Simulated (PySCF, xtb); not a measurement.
ClHMoOS₂, SMILES [S]=[Mo]([SH])([Cl])=[O], multiplicity 1.

GFN2-xTB run with xtb at its own geometry gives an orbital gap of 2.05 eV and a dipole moment of 4.51 D.

Geometry optimised at B3LYP-D3(BJ)/def2-SVP. The multiplicity is an assumed one; no other spin state was optimised. The structure was generated by enumeration; whether it is a known compound was not checked. The def2 effective core potentials stand for the cores of Mo; spin–orbit coupling is left out. The values are those of a single conformer.

What does PySCF with PBE/def2-TZVP give? (The exact figures need the calculation; the answer reports its results.)

gap 2.61 eV (levels -6.97 and -4.36 eV), dipole 1.99 D.
